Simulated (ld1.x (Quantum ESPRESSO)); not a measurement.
## Pseudopotential generation for tellurium (Te): TM, BLYP, scalar-relativistic.

Te (Z = 52), norm-conserving Troullier–Martins (Kleinman–Bylander form), made with ld1.x (Quantum ESPRESSO) 7.5 (BLYP, scalar-relativistic). Core [Kr] 4d10, reference 5s2 5p4. Waves: 5s (bound): rc 1.35 bohr; 5d channel at 0.35 Ry: rc 2.40 bohr; 5p (bound): rc 2.25 bohr. Local part: the p channel. Core correction: Bessel-smoothed model core, default radius (core density twice the valence density).

All-electron outer shells of the reference configuration (BLYP, scalar-relativistic, ld1.x):

```csv
shell,level (eV),outermost node (bohr),outermost maximum (bohr)
4p,-114.12,0.38,0.74
4d,-41.42,0.36,0.81
5s,-14.99,0.91,1.80
5p,-5.80,1.00,2.17
```

Problem. Estimate the cutoffs (Ry, on a coarse ladder) from which the occupation-weighted sum of valence levels, in a spherical-Bessel basis at the reference potential, stays within 10 and 1 mRy of its value at 400 Ry.

Solution. 55 Ry and 200 Ry.

Problem. What does a ghost test show?

Solution. No extra level below or beside the all-electron valence levels (s, d, p, f tested).

Problem. Which valence shell sets the plane-wave cutoff?

Solution. 5s: its level needs 180 Ry to come within 1 mRy, against 18 Ry for 5p.

Problem. Tests: 5s2 5p3; 5s2 5p2; 5s2 5p1; 5s1 5p5; 5s2 5p4.3; 5s2 5p3.5; 5s2 5p0. Which has the largest error in its energy relative to the reference configuration, and how large is it?

Solution. 5s2 5p0, with -174 meV (all-electron minus pseudo) on +90.81 eV.
